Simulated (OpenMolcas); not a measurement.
# Tc4+ in a point-charge field

Tc4+ among 2 point charges of -2.5 e arranged as a linear pair (D∞h), 1.92 Å from the ion.

```json
{
  "Program": "OpenMolcas",
  "Method": "CASSCF",
  "Basis": "ANO-RCC-VDZP [6s5p3d1f]",
  "Scalar Hamiltonian": "DKH2, point nucleus",
  "Active space": "3 electrons in 5 orbitals (4d)",
  "State averaging": "2S+1 = 4 even, 10 roots; 2S+1 = 2 even, 40 roots",
  "Spin-orbit coupling": "RASSI with atomic mean-field integrals over the reference wave functions"
}
```

The lowest spin-free states (labels by Λ), above the lowest:

```csv
State,Degeneracy,E (cm-1),Free-ion L (%)
4Π,2,0.0,F (64)
4Σ,1,4671,F (88)
2Δ,2,8532,F (34)
4Δ,2,12063,F (100)
2H,2,12277,H (100)
2Φ,2,15341,G (52)
2Π,2,15437,D (48)
2Γ,2,19776,G (59)
2Π,2,20466,G (54)
4Φ,2,20682,F (100)
2Σ,1,24216,G (51)
2Σ,1,26355,P (79)
4Π,2,27648,P (64)
2Γ,2,28861,H (59)
2Δ,2,29854,G (50)
2Σ,1,31496,D (57)
2Σ,1,34321,H (56)
2Φ,2,37512,H (61)
2Π,2,38514,G (34)
2Δ,2,40936,H (79)
```

The lowest levels with spin-orbit coupling:

```
E (cm-1)  Degeneracy      2S+1                g
     0.0           2         4   2.38 2.38 2.46
   347.0           2         4   1.56 3.38 3.38
   628.7           2         4   0.00 0.00 4.05
    1221           2         4   0.00 0.00 7.96
    5616           2         4   0.00 0.00 5.92
    5719           2         4   1.97 4.92 4.92
    8519           2         2   0.00 0.00 6.01
   10247           2         2   0.00 0.00 2.03
   11720           2         4   0.02 0.02 1.88
   12337           2         2   0.00 0.00 8.06
   12427           2         4   0.00 0.00 2.00
   13012           2         4   0.00 0.00 5.93
   13235           2  4 (77 %)   0.00 0.00 9.51
   13713           2         2  0.00 0.00 12.00
   15170           2         2   0.08 0.41 0.41
   16056           2  2 (77 %)   0.00 0.00 8.35
   16872           2         2   0.00 0.00 4.08
   17926           2         2   0.00 0.00 3.97
   19940           2         4   0.00 0.00 0.06
   20379           2  2 (82 %)  0.00 0.00 10.30
```

Powder χT (cm3 K/mol): 0.544 at 2 K, 0.55 at 10 K, 0.582 at 50 K, 0.625 at 100 K, 0.744 at 200 K, 0.874 at 300 K. The effective moment at 300 K is 2.828 √(χT) = 2.64 μB.

The lowest level has 2S+1 = 4, for which the spin-only value is χT = S(S+1) / 2 = 1.875 cm3 K/mol (g = 2). The computed 0.874 at 300 K differs by -1.001, through orbital momentum, spin-orbit coupling and any other state in reach.

Without dynamic correlation the repulsion within the d shell is too large (B by tens of per cent), so at a given field states of lower spin stand too high. Point charges carry no covalency, so the field is a model and not that of real ligands. No measured value stands beside these numbers.
